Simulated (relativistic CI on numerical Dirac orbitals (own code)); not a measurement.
**Ligand-field terms of d7**

Computed with a parametric ligand-field model of a d^n configuration (Racah B and C, spin-orbit zeta, crystal field), exact diagonalisation.

Field parameters in Wybourne normalisation: D3d B²₀ = −7Dσ, B⁴₀ = −14Dq − 21Dτ, B⁴₃ = −14√(10/7) Dq; Oh B⁴₀ = 21Dq, B⁴₄ = √(5/14) B⁴₀. The field is a parameter set, without covalency.

Q: Ground term and bands for B = 330, C = 1440, ζ = 0 cm⁻¹, D3d, 10Dq = 26300, Dσ = -1200, Dτ = -60 cm⁻¹?

A: Ground term 2E with 1.02 electrons in the two orbitals of the cubic e set. Spin-allowed: 2A2 22781 cm⁻¹ (439 nm), 2E 23603 cm⁻¹ (424 nm), 2A1 25503 cm⁻¹ (392 nm), 2E 26359 cm⁻¹ (379 nm). Lowest spin-forbidden: 4A2 16784 cm⁻¹ (596 nm), 4E 20424 cm⁻¹ (490 nm), 4A1 43196 cm⁻¹ (232 nm).

Q: Ground term and bands for B = 710, C = 3480, ζ = 0 cm⁻¹, Oh, 10Dq = 19050 cm⁻¹?

A: Ground term 2E with 1.04 electrons in the two orbitals of the cubic e set. Spin-allowed: 2T1 16764 cm⁻¹ (597 nm), 2T2 17513 cm⁻¹ (571 nm), 2T1 21424 cm⁻¹ (467 nm), 2T2 31431 cm⁻¹ (318 nm). Lowest spin-forbidden: 4T1 2910 cm⁻¹, 4T2 20524 cm⁻¹ (487 nm), 4T1 29739 cm⁻¹ (336 nm).

Q: Ground term and bands for B = 740, C = 3730, ζ = 0 cm⁻¹, D3d, 10Dq = 16250, Dσ = -1200, Dτ = -290 cm⁻¹?

A: Ground term 4A2 with 2.02 electrons in the two orbitals of the cubic e set. Spin-allowed: 4E 4705 cm⁻¹ (2125 nm), 4A1 15124 cm⁻¹ (661 nm), 4E 17138 cm⁻¹ (583 nm), 4A2 24127 cm⁻¹ (414 nm). Lowest spin-forbidden: 2E 5017 cm⁻¹ (1993 nm), 2A2 15214 cm⁻¹ (657 nm), 2E 16636 cm⁻¹ (601 nm).

Q: Ground term and bands for B = 880, C = 3160, ζ = 0 cm⁻¹, D3d, 10Dq = 20750, Dσ = 1120, Dτ = 380 cm⁻¹?

A: Ground term 2E with 1.04 electrons in the two orbitals of the cubic e set. Spin-allowed: 2E 18381 cm⁻¹ (544 nm), 2A1 19832 cm⁻¹ (504 nm), 2E 20540 cm⁻¹ (487 nm), 2A2 21200 cm⁻¹ (472 nm). Lowest spin-forbidden: 4E 4628 cm⁻¹ (2161 nm), 4A2 9917 cm⁻¹ (1008 nm), 4E 25178 cm⁻¹ (397 nm).

Q: Ground term and bands for B = 330, C = 1310, ζ = 0 cm⁻¹, Oh, 10Dq = 7250 cm⁻¹?

A: Ground term 2E with 1.05 electrons in the two orbitals of the cubic e set. Spin-allowed: 2T1 6416 cm⁻¹ (1559 nm), 2T2 6660 cm⁻¹ (1502 nm), 2T1 8502 cm⁻¹ (1176 nm), 2T2 12315 cm⁻¹ (812 nm). Lowest spin-forbidden: 4T1 864 cm⁻¹, 4T2 7495 cm⁻¹ (1334 nm), 4T1 11825 cm⁻¹ (846 nm).
